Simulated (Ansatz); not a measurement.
Start from `C[SiH2]N(C)[SiH3]` and change one atom or group to get `BN(C)[SiH2]C`.

Ansatz, PBE0-D4/def2-TZVP geometries, multiplicity 1. Each molecule was computed in one conformer, which needn't be the lowest.

```
                                                                                  property  `C[SiH2]N(C)[SiH3]`
ideal-gas entropy at 298 K and 1 bar (rigid rotor, harmonic PBE0-D4/def2-TZVP) / J/(mol·K)                  399
                                        size of the dipole moment (ωB97M-V/def2-TZVPP) / D                 1.24
                                            zero-point energy (PBE0-D4/def2-TZVP) / kJ/mol                323.5
                                                       HOMO energy (B3LYP/def2-TZVPP) / eV                -6.71
                                            size of the dipole moment (PBE/def2-TZVPP) / D                 1.27
                                                      HOMO–LUMO gap (PBE0/def2-TZVPP) / eV                 7.32
```

Question: What does the change do to each property? (Estimate.)

Answer: Ansatz gave: 
```csv
property,`BN(C)[SiH2]C`,shift
"ideal-gas entropy at 298 K and 1 bar (rigid rotor, harmonic PBE0-D4/def2-TZVP) / J/(mol·K)",361,-38
size of the dipole moment (ωB97M-V/def2-TZVPP) / D,1.93,0.69
zero-point energy (PBE0-D4/def2-TZVP) / kJ/mol,316.4,-7.1
HOMO energy (B3LYP/def2-TZVPP) / eV,-7.62,-0.91
size of the dipole moment (PBE/def2-TZVPP) / D,2.08,0.81
HOMO–LUMO gap (PBE0/def2-TZVPP) / eV,7.80,0.48
```

With PBE0 the HOMO falls by 0.92 eV and the LUMO falls by 0.44 eV, so the gap widens by about 0.48 eV. PBE moves the HOMO by -0.98 eV and ωB97M-V by -0.91 eV. The zero-point energy changes by -7.1 kJ/mol with -3 modes. Dipoles are sizes alone; their direction can turn. Modes under 60 cm⁻¹, often nearly free rotors, make the harmonic entropy too high.

B3LYP here is the variant with VWN-RPA as its local correlation; programs differ in this.
